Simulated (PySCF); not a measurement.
**Spinor energies of Xe²⁺ (xenon, charge +2)**

Start: [Kr] 4d10 5s2 5p4; 5p1/2 filled at m_j = -1/2, +1/2; 5p3/2 filled at m_j = +1/2, +3/2. Calculated with PySCF 2.14 in x2c-QZVPPall-2c (13s13p9d4f1g, 134 functions): generalised Hartree-Fock with the X2C-1e Hamiltonian and a Gaussian nucleus; one run each with spin-orbit coupling (SO) switched off, then screened by Boettger's factors.

```json
{"spinor shell": "1s1/2", "electrons": "2", "ε, spin-free (eV)": "-34749.6", "ε, screened SO (eV)": "-34745.7", "weight of nominal j (screened SO)": "1.000", "rms radius, screened SO (bohr)": "0.0305"}
{"spinor shell": "2s1/2", "electrons": "2", "ε, spin-free (eV)": "-5528.3", "ε, screened SO (eV)": "-5527.0", "weight of nominal j (screened SO)": "1.000", "rms radius, screened SO (bohr)": "0.124"}
{"spinor shell": "2p1/2", "electrons": "2", "ε, spin-free (eV)": "-4955.6", "ε, screened SO (eV)": "-5181.7", "weight of nominal j (screened SO)": "1.000", "rms radius, screened SO (bohr)": "0.107"}
{"spinor shell": "2p3/2", "electrons": "4", "ε, spin-free (eV)": "-4955.6", "ε, screened SO (eV)": "-4854.0", "weight of nominal j (screened SO)": "1.000", "rms radius, screened SO (bohr)": "0.112"}
{"spinor shell": "3s1/2", "electrons": "2", "ε, spin-free (eV)": "-1191.5", "ε, screened SO (eV)": "-1191.0", "weight of nominal j (screened SO)": "1.000", "rms radius, screened SO (bohr)": "0.326"}
{"spinor shell": "3p1/2", "electrons": "2", "ε, spin-free (eV)": "-1002.1", "ε, screened SO (eV)": "-1046.1", "weight of nominal j (screened SO)": "1.000", "rms radius, screened SO (bohr)": "0.318"}
{"spinor shell": "3p3/2", "electrons": "4", "ε, spin-free (eV)": "-1002.1", "ε, screened SO (eV)": "-981.93", "weight of nominal j (screened SO)": "1.000", "rms radius, screened SO (bohr)": "0.330"}
{"spinor shell": "3d3/2", "electrons": "4", "ε, spin-free (eV)": "-721.81", "ε, screened SO (eV)": "-729.47", "weight of nominal j (screened SO)": "1.000", "rms radius, screened SO (bohr)": "0.302"}
{"spinor shell": "3d5/2", "electrons": "6", "ε, spin-free (eV)": "-721.81", "ε, screened SO (eV)": "-716.08", "weight of nominal j (screened SO)": "1.000", "rms radius, screened SO (bohr)": "0.306"}
{"spinor shell": "4s1/2", "electrons": "2", "ε, spin-free (eV)": "-250.68", "ε, screened SO (eV)": "-250.40", "weight of nominal j (screened SO)": "1.000", "rms radius, screened SO (bohr)": "0.761"}
{"spinor shell": "4p1/2", "electrons": "2", "ε, spin-free (eV)": "-187.99", "ε, screened SO (eV)": "-196.83", "weight of nominal j (screened SO)": "1.000", "rms radius, screened SO (bohr)": "0.796"}
{"spinor shell": "4p3/2", "electrons": "4", "ε, spin-free (eV)": "-187.99", "ε, screened SO (eV)": "-183.70", "weight of nominal j (screened SO)": "1.000", "rms radius, screened SO (bohr)": "0.825"}
{"spinor shell": "4d3/2", "electrons": "4", "ε, spin-free (eV)": "-93.797", "ε, screened SO (eV)": "-94.934", "weight of nominal j (screened SO)": "0.995", "rms radius, screened SO (bohr)": "0.937"}
{"spinor shell": "4d5/2", "electrons": "6", "ε, spin-free (eV)": "-93.797", "ε, screened SO (eV)": "-92.674", "weight of nominal j (screened SO)": "0.997", "rms radius, screened SO (bohr)": "0.946"}
{"spinor shell": "5s1/2", "electrons": "2", "ε, spin-free (eV)": "-45.863", "ε, screened SO (eV)": "-45.780", "weight of nominal j (screened SO)": "0.999", "rms radius, screened SO (bohr)": "1.93"}
{"spinor shell": "5p1/2", "electrons": "2", "ε, spin-free (eV)": "-31.694", "ε, screened SO (eV)": "-32.796", "weight of nominal j (screened SO)": "0.720", "rms radius, screened SO (bohr)": "2.20"}
{"spinor shell": "5p3/2", "electrons": "2", "ε, spin-free (eV)": "-31.694", "ε, screened SO (eV)": "-30.830", "weight of nominal j (screened SO)": "0.762", "rms radius, screened SO (bohr)": "2.25"}
```

| quantity | spin-free | screened SO |
| --- | --- | --- |
| E (hartree) | -7441.27240 | -7443.72740 |
| M_J | 2 | 2 |
| ⟨J²⟩ | 6.014 | 6.029 |
| ⟨L²⟩ | 2.010 | 2.446 |
| ⟨S²⟩ | 2.003 | 1.827 |

Each row is a mean over spinors that exchange with the open shell spreads, by up to 5.036 eV (5s1/2).

Rows whose weight is well below 1 are mixtures of j = l ± 1/2: exchange outweighs spin-orbit coupling there, and the label is only the starting occupation.

Breit and QED terms are absent; they matter most for the inner s and p1/2 levels.

Densities and radii are taken from the X2C orbitals without a picture-change correction, which distorts them close to the nucleus.

Without spin-orbit coupling the j labels of p, d and f shells carry no meaning; the spin-free column gives the mean over the occupied spinors of each nl shell.
